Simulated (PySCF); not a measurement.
**SMILES FC(F)C[C@@H]1C[C@@H]1Cl, C₅H₇ClF₂**

Geometry (Å), atoms numbered from 1 in this order:
```xyz
15

F    -2.4810   -0.3200    0.9018
C    -1.8097   -0.6797   -0.2223
F    -2.7426   -0.7774   -1.1999
C    -0.7606    0.3620   -0.5832
C     0.2892    0.4601    0.4980
C     1.6752    0.9247    0.1506
C     1.4401   -0.5021    0.5318
Cl    1.5695   -1.7481   -0.7038
H    -1.3891   -1.6819   -0.0523
H    -0.3123    0.0685   -1.5327
H    -1.2622    1.3242   -0.7100
H    -0.1120    0.7542    1.4609
H     1.8828    1.1367   -0.8869
H     2.2091    1.5567    0.8436
H     1.7992   -0.8699    1.4826
```

Computed with PySCF 2.14.0, TDDFT B3LYP/def2-SVPD circular dichroism and optical rotation, one conformer, gas phase. Geometry: GFN2-xTB.

The molecule is flexible and this is one conformer; a measurement averages over conformers. States above about 7.9 eV (minus the energy of the highest occupied orbital) lie near or above the ionisation threshold and depend on the basis.

(1) Draw the ECD and absorption spectra from the lowest 12 states, each a Gaussian of half-width 0.25 eV at 1/e height.

Answers

(1) 
```
E (eV)  λ (nm)  Δε (L mol⁻¹ cm⁻¹)  ε (L mol⁻¹ cm⁻¹)
  6.27     198              -0.02              4.17
  6.37     195              -0.10              17.6
  6.47     192              -0.31              54.2
  6.57     189              -0.69               122
  6.67     186              -1.11               208
  6.77     183              -1.30               287
  6.87     181              -1.13               375
  6.97     178              -0.84               532
  7.07     175              -0.81               765
  7.17     173              -1.17               963
  7.27     171              -1.55              1000
  7.37     168              -1.37               899
  7.47     166              -0.31               863
  7.57     164              +1.60              1140
  7.67     162              +4.13              1780
  7.77     160              +6.46              2470
  7.87     158              +7.28              2820
  7.97     156              +6.57              2820
  8.07     154              +6.80              2880
  8.17     152              +9.47              3190
  8.27     150             +11.20              3430
  8.37     148              +7.47              3320
  8.47     146              -0.37              3000
  8.57     145              -5.89              2660
```
Δε uses R in velocity form, ε uses f in length form. Only the states computed contribute, so the short-wavelength end is incomplete.

The sign of the CD band at 158 nm isn't settled: the length form gives the opposite one.
